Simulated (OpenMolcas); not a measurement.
**Er3+: moving or changing the point charges**

Er3+ among 8 point charges of -0.5 e arranged as a hexagonal bipyramid (D6h), 2.66 Å from the ion, with the axial distance 3.059 Å.
```
   2.6600    0.0000    0.0000  -0.50
   1.3300    2.3036    0.0000  -0.50
  -1.3300    2.3036    0.0000  -0.50
  -2.6600    0.0000    0.0000  -0.50
  -1.3300   -2.3036    0.0000  -0.50
   1.3300   -2.3036    0.0000  -0.50
   0.0000    0.0000    3.0590  -0.50
   0.0000    0.0000   -3.0590  -0.50
```

```yaml
Program: OpenMolcas 26.06
Method: CASSCF
Basis: ANO-RCC-VDZP [7s6p4d2f1g]
Scalar_Hamiltonian: DKH2, point nucleus
Active_space: 11 electrons in 7 orbitals (4f)
State_averaging: 2S+1 = 4 odd, 35 roots (30 in the spin-orbit step); 2S+1 = 2 odd, 66 roots kept (CI in the orbitals of an earlier block)
Spin-orbit_coupling: state interaction with AMFI integrals over the reference wave functions
```

Runs around this geometry, states. Energies in cm-1 above the lowest state or level, χT in cm3 K/mol.

```tsv
R (Å)	q (e)	Ground state	First state of that spin	First gap with spin-orbit (degeneracies)	Width of lowest J	χT at 300 K
2.66	-0.25	2S+1 = 4	16.8	14.8 (2, 2)	100	11.435
2.66	-0.5	2S+1 = 4	33.4	29.6 (2, 2)	207	11.427
2.84	-0.5	2S+1 = 4	29.7	26.1 (2, 2)	173	11.430
3.09	-0.5	2S+1 = 4	25.1	21.9 (2, 2)	127	11.433
```

Taking the width of the lowest J multiplet as R^-n, n = -ln(127 / 207) / ln(3.09 / 2.66) = 3.3 between the shortest and longest distance.

Scaling the charges by -0.25 / -0.5 = 0.50 scales the width of the lowest J multiplet by 100 / 207 = 0.48; with fixed orbitals a first-order splitting would follow the charge.

High states are left out of the spin-orbit mixing, which shifts the levels that they would mix with. This is an electrostatic model: the charges have no orbitals. An unlabelled pair can be two single states that coincide in this model. No measured value stands beside these numbers.

A state without a sure symmetry label is named by its multiplicity alone.
